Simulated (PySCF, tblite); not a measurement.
Isomers of C6H8NS (doublet state), one GFN2-xTB conformer each. Single-point energies are computed at B3LYP/pcH-1 (PySCF, gas phase, no added dispersion term), electronic only. GFN2-xTB treats the open shell by occupation alone, and not every SCF solution was tested for stability.

Question: Rank them by B3LYP/pcH-1 energy, lowest first (kJ/mol).
A. `[CH2:1]=[C:2][C@@H:3]([CH:4]=[CH2:5])[C:6]([NH2:7])=[S:8]` (doublet state) with C1–C2–C3–C4 -125°, C2–C3–C4–C5 -127°, C2–C3–C6–N7 -66°, C3–C6–N7–H 173° and 2°
B. `[NH2:1][C:2]1[CH:3]=[CH:4][CH:5]=[C:6]([SH:7])[CH2:8]1` (doublet state) with C5–C6–S7–H 0°

Answer: B (0.0), A (196.2).

As drawn, the lower has an S–H bond, which the higher lacks. GFN2-xTB itself gives, in the same order: 0.0, 260.3. Both levels put the same isomer lowest.

Q: What happens when harmonic zero-point energies from GFN2-xTB frequencies are added?

A: 
```csv
SMILES,ZPE (kJ/mol),electronic (kJ/mol),with ZPE (kJ/mol)
N[C]1C=CC=C(S)C1,318.3,0.0,0.0
C=[C][C@@H](C=C)C(N)=S,312.9,196.2,190.8
```

The zero-point energies span 5.4 kJ/mol. The order is unchanged.
